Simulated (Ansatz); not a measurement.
Consider the atomization: `[Cl][Ge]([Cl])[I]`• → 2 Cl• + Ge• + I•.

Program: Ansatz. Geometries: PBE0-D4/def2-TZVP. ΔE: electronic, gas phase. CCSD(T)/CBS is the MP2 limit (def2-TZVPP, def2-QZVPP) plus CCSD(T) − MP2 in def2-TZVPP, frozen cores. This one scheme is used for every species, atoms too. Functionals use def2-TZVPP. B3LYP here is the variant with VWN-RPA as its local correlation; programs differ in this. HSE06 is defined as in plane-wave codes. Open shells (•) are unrestricted, without spin–orbit coupling. Spin–orbit coupling would lower the free atoms: a little for Cl; clearly for Ge; strongly for I. Elements past krypton have def2 core potentials. For Ge, I outer-core shells are correlated without core-valence functions, so the limit isn't a true one: a few kJ/mol of doubt a bond, and 10 to 20 or more in all where bonds break to atoms. Scalar relativity is left out up to krypton.

`[Cl][Ge]([Cl])[I]`•:

Cartesian coordinates in Å:
```
Cl -1.649 -0.515 -1.135
Ge 0.202 -0.548 -0.033
Cl -0.296 -0.206 2.035
I 1.743 1.269 -0.867
```

```csv
level,ΔE (eV),difference from CCSD(T)/CBS
LDA (SPW92),11.66,2.09
PBE-D4,10.11,0.54
revPBE-D4,9.71,0.14
BLYP-D4,9.50,-0.07
r2SCAN-D4,9.93,0.36
PBE0-D4,9.78,0.21
B3LYP-D4,9.40,-0.17
r2SCAN0-D4,9.60,0.03
HSE06-D4,9.80,0.23
BHLYP-D4,9.04,-0.53
CAM-B3LYP-D4,9.25,-0.32
ωB97X-V,9.61,0.04
ωB97M-V,9.48,-0.09
B2PLYP,9.28,-0.29
PBE-QIDH,9.67,0.10
PBE,9.92,0.35
revPBE,9.31,-0.26
BLYP,9.10,-0.47
r2SCAN,9.89,0.32
PBE0,9.61,0.04
B3LYP,9.08,-0.49
r2SCANh,9.75,0.18
HSE06,9.64,0.07
BHLYP,8.72,-0.85
CAM-B3LYP,9.08,-0.49
LC-ωPBE,9.17,-0.40
RPA@PBE/def2-TZVPP,8.08,-1.49
HF/def2-SVP,6.14,-3.43
MP2/def2-SVP,8.76,-0.81
CCSD/def2-SVP,8.06,-1.51
HF/def2-TZVPP,6.36,-3.21
MP2/def2-TZVPP,9.76,0.19
SCS-MP2/def2-TZVPP,9.27,-0.30
CCSD/def2-TZVPP,8.79,-0.78
CCSD(T)/def2-TZVPP,9.16,-0.41
HF/def2-QZVPP,6.36,-3.21
MP2/def2-QZVPP,10.00,0.43
HF/CBS(def2),6.36,-3.21
MP2/CBS(def2),10.17,0.60
CCSD/CBS(def2),9.20,-0.37
CCSD(T)/CBS,9.57,0
```

Largest T1 diagnostic among the species: 0.012.

The D4 term adds +0.32 eV with B3LYP and +0.17 eV with PBE0; it sums over pairs of atoms, weighted by their polarisabilities, and B3LYP, whose exchange is more repulsive, gets the larger term. From BLYP to BHLYP (50 % exact exchange), in def2-TZVPP and without D4, ΔE moves by −0.38 eV: exact exchange takes away binding that semilocal exchange gives to molecules.

For atomizations the MP2-based limit and the directly extrapolated one differ by several kJ/mol either way, and by 10 to 25 for some Ge, Se and Sn compounds, so smaller differences from it don't rank the levels.
